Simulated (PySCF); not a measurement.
Electron correlation in Mn¹³⁺ (manganese, charge +13)

Starting occupation: [Ne] 3s2. Calculation: PySCF 2.14, in an even-tempered Gaussian basis (19 s from 0.32 bohr⁻², ratio 2.6; 13 p from 0.41 bohr⁻², ratio 2.6; 7 d from 0.42 bohr⁻², ratio 2.8; 4 f from 7.5 bohr⁻², ratio 2.8); X2C-1e with screened-nucleus spin-orbit coupling, Gaussian nucleus. Frozen: 1s2; 10 electrons correlated; the 50 highest virtual spinors left out.

MP2 pair energies summed by pair of shells (mhartree):

```tsv
pair	energy	share (%)
2p1/2-2p3/2	-94.49	23.9
2p3/2-2p3/2	-90.58	22.9
3s1/2-3s1/2	-64.13	16.2
2p3/2-2s1/2	-39.63	10.0
2p3/2-3s1/2	-31.61	8.0
2p1/2-2p1/2	-21.80	5.5
2p1/2-2s1/2	-19.91	5.0
2p1/2-3s1/2	-15.49	3.9
2s1/2-2s1/2	-10.22	2.6
2s1/2-3s1/2	-6.93	1.8
```

Total MP2 correlation energy: -394.78 mhartree.

The virtual space was cut to 56 spinors, which keep -337.30 of the -394.78 mhartree of MP2 correlation.

| level | correlation energy (mhartree) |
| --- | --- |
| CCSD | -359.81 |
| (T) | -1.49 |
| CCSD(T) | -361.30 |

Diagnostics: T1 = 0.00078, largest double amplitude 0.094.

Task: Is a single reference adequate?

Result: Mostly. T1 lies below 0.03, but a double amplitude of this size points to a near-degeneracy that CCSD handles and MP2 describes poorly.

The coupled-cluster values are those of the cut space; adding the MP2 remainder, -57.48 mhartree, estimates the full space.
